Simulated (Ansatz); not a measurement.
`CO[SiH2][SiH3]` + H₂O → `O[SiH2][SiH3]` + CH₃OH at 700 K and 1 bar (formal hydrolysis of the Si–O bond).

Isolated molecules relaxed with PBE0-D4/def2-TZVP in Ansatz; ΔE leaves out vibrations. CCSD(T)/CBS is the MP2 limit (def2-TZVPP, def2-QZVPP) plus CCSD(T) − MP2 in def2-TZVPP, frozen cores. This one scheme is used for every species. Each species was taken in one conformer, which may not be the lowest.

| species | CCSD(T)/CBS energy (Eh) | H − E (kJ/mol) | S (J/(mol·K)) |
| --- | --- | --- | --- |
| `CO[SiH2][SiH3]` | -696.20864 | 306.1 | 490.2 |
| H₂O | -76.37941 | 80.5 | 218.4 |
| `O[SiH2][SiH3]` | -656.96789 | 215.7 | 426.7 |
| CH₃OH | -115.61712 | 170.8 | 288.5 |

H − E and S are ideal-gas, rigid-rotor, harmonic terms from PBE0-D4/def2-TZVP, for one conformer and one mirror image of each species. 1 Eh = 2625.50 kJ/mol, R = 8.31446 J/(mol·K).

Problem. By hand: ΔE, ΔH, ΔS and ΔG.

Solution. ΔE = (-656.96789) + (-115.61712) − (-696.20864) − (-76.37941) = 0.00304 Eh = 8.0 kJ/mol. Δ(H − E) = 215.7 + 170.8 − 306.1 − 80.5 = -0.1, so ΔH = 7.9 kJ/mol. ΔS = 426.7 + 288.5 − 490.2 − 218.4 = 6.6 J/(mol·K). ΔG = 7.9 − 700 × (6.6)/1000 = 3.3 kJ/mol.

Problem. By hand: the equilibrium constant, and the temperature at which ΔG would vanish if ΔH and ΔS stayed fixed.

Solution. log₁₀ K = −ΔG/(RT ln 10) = -0.2. ΔG = 0 at ΔH/ΔS = 1197 K, though so small a ΔH makes that figure unsure.

TΔS isn't small against ΔH here. The sign of ΔG lies within the doubt. A doubt of 5 kJ/mol in ΔE shifts log₁₀ K by 0.4 here. Other conformers and mirror images would add mixing entropy, several J/(mol·K) or more a flexible species. These are equilibria of isolated gas molecules and say nothing of rates. Largest T1 diagnostic: 0.012 (customary marks: 0.02 for closed shells, 0.045 for open ones).
